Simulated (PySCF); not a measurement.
## Excitation energy of Cd by level of theory

Cd [Kr] 4d10 5s2 (1S) → Cd [Kr] 4d9 5s2 5p1 (high-spin determinant), as a difference of total energies. Calculation: PySCF 2.14, in x2c-TZVPPall; scalar relativity by spin-free X2C-1e. Correlated levels: valence: [Kr] frozen; valence and next inner shell: [Ar] 3d10 frozen. The calculations carry no spin-orbit coupling.

```
                                method  excitation energy (eV)
                                   UHF                  10.817
                                   LDA                  12.279
                                   PBE                  12.024
                                  PBE0                  11.879
                                r2SCAN                  11.921
                                B2PLYP                  12.033
                                  BP86                  12.019
                                 TPSSh                  11.863
                                 HSE06                  11.856
                         MP2 (valence)                  12.433
                     SCS-MP2 (valence)                  12.284
    MP2 (valence and next inner shell)                  12.282
SCS-MP2 (valence and next inner shell)                  12.102
```

How much does correlation contribute at MP2 (valence and next inner shell)?

12.282 − (10.817) = 1.465 eV, measured against UHF.

A first-order spin-orbit estimate (lowest level to lowest level, LS coupling) adds -0.193 eV.

The upper state lies above the first ionisation limit, where it may autoionise and the basis confines it.

The basis was made for the ground configuration and has no added diffuse functions, so the excitation energy can come out too high.

The determinant of the upper state mixes LS terms, which raises its energy above the lowest term, most at the Hartree-Fock and MP2 levels.
